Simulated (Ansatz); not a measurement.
Pulling on the B1–O2 bond in BO (multiplicity 2 held). Energies count from the point at 1.202 Å.


R- and RO- levels are restricted; in cc, def2 and unpolarised 6-31G sets they are followed outwards from rest. Unrestricted levels (U-) break spin symmetry where that is lower. Full CI gives the lowest state of the spin. Levels need not reach the same state.

Frozen-core correlation.

Programs: Ansatz (a first-principles code). Each number belongs to the level named beside it.

The comparison value is 6.963 eV (FCI/6-31G). Full CI is exact for the correlated electrons in its own basis alone.

Problem. Order these levels by the size of their error in the energy at R = 4.808 Å, against full CI in the same basis, smallest first: RO-MP2/6-31G, RO-SCS-MP2/6-31G, RO-HF/6-31G, U-MP2/6-31G, U-HF/6-31G. Give each level's value less the comparison value.

Solution. U-MP2/6-31G (0.497 eV), RO-HF/6-31G (1.024 eV), U-HF/6-31G (-2.217 eV), RO-SCS-MP2/6-31G (3.074 eV), RO-MP2/6-31G (3.465 eV)

Doubts at one or more of the structures used: a restricted determinant that unrestricted orbitals would lower (RO-MP2/6-31G, RO-SCS-MP2/6-31G, RO-HF/6-31G); a spin-contaminated determinant (U-MP2/6-31G, U-HF/6-31G).
